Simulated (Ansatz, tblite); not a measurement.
Spin states of Rb₂Br (the lowest doublet isomer of a short search), each relaxed with PBE0-D4/def2-TZVP in Ansatz. Electronic energies in the gas phase.

In the def2 sets Rb takes a core potential, while STO-3G treats all electrons; there is no spin–orbit coupling. The xTB rows come from tblite. B3LYP takes the VWN-RPA correlation. HSE06 is defined as in plane-wave codes, on full-range PBE exchange. Correlated methods freeze 9 core orbitals; core or outer-core shells of Rb, Br are correlated, in sets that lack core-valence functions. In the quartet geometry the species has come apart into loosely held pieces. The structure comes from a short search, and lower isomers may exist.

Doublet geometry (C2v within 0.1 Å):

```tsv
atom	x (Å)	y (Å)	z (Å)
Rb1	-1.554	1.001	-1.420
Rb2	0.126	-1.392	1.866
Br3	1.428	0.391	-0.446
```

Quartet geometry (C2v within 0.1 Å):

Cartesian coordinates in Å:
```
Rb -0.4619 0.6911 -2.9556
Rb 2.5582 -0.3472 1.6618
Br -2.0963 -0.3439 1.2937
```

⟨S²⟩: doublet 0.75 at PBE0-D4/def2-TZVP (pure 0.75), quartet 3.75 at PBE0-D4/def2-TZVP (pure 3.75).

Only these spin states were relaxed. The quartet has fallen apart into loose fragments. The quartet has other bonds than the doublet, so the gap mixes isomer and spin.

| level | quartet − doublet (kJ/mol) | lowest of these | remarks |
| --- | --- | --- | --- |
| GFN1-xTB | 528.6 | doublet | – |
| HF/STO-3G | 433.6 | doublet | HOMO above zero (doublet), HOMO above zero (quartet) |
| HF/def2-TZVPP | 357.4 | doublet | – |
| PBE-D4/def2-TZVP | 417.8 | doublet | – |
| r2SCAN-D4/def2-TZVP | 447.6 | doublet | – |
| B3LYP-D4/def2-TZVP | 398.5 | doublet | – |
| HSE06-D4/def2-TZVP | 421.0 | doublet | – |
| CCSD(T)/def2-TZVPP | 429.4 | doublet | – |

The xTB methods have no term that favours high spin, so they put low spin too low.
